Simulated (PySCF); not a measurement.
BaF (SMILES [F][Ba+]), charge +1, singlet, geometry from GFN2-xTB (such geometries of metal compounds can be far from the true shape) (core potentials on Ba). Base run: PySCF with WB97X/def2-SVP, TDA.

Input for PySCF:
```python
from pyscf import gto, scf, dft, tdscf

mol = gto.M(
    atom='''
Ba   -0.000000   -0.000000   -0.325436
F     0.000000    0.000000    2.024934
''',
    basis='def2-svp',
    ecp={'Ba': 'def2-svp'},
    charge=1,
    spin=0,
    verbose=4,
)

mf = dft.RKS(mol)
mf.xc = 'wb97x'
mf.kernel()
td = mf.TDA()
td.nstates = 5
td.kernel()
td.analyze(verbose=3)
```

Each row names what was changed in the base input (with any setting that the change needs).

```
change                           first excitation (eV)  oscillator strength of the first  second (eV)
-------------------------------  ---------------------  --------------------------------  -----------
base                                              6.14                             0.013         6.14
functional = hf                                    ___                             0.003          ___
guess vectors = 13 for 5 states                   6.14                             0.013         6.14
response = full linear response                   6.14                             0.013         6.14
functional = blyp                                  ___                             0.003          ___
nstates = 15                                      6.14                             0.013         6.14
functional = lc_wpbe                              6.16                             0.013         6.16
functional = pbe0                                 5.27                             0.005         5.27
conv_tol = 1e-3                                   6.14                             0.013         6.14
functional = camb3lyp                              ___                               ___          ___
```

Problem. Fill in the missing entries.

Solution. 
- functional = hf, first excitation (eV): 8.17
- functional = hf, second (eV): 8.30
- functional = blyp, first excitation (eV): 4.07
- functional = blyp, second (eV): 4.07
- functional = camb3lyp, first excitation (eV): 5.46
- functional = camb3lyp, oscillator strength of the first: 0.009
- functional = camb3lyp, second (eV): 5.46

An iterative solver can miss low states, so a row lists the states that it found.
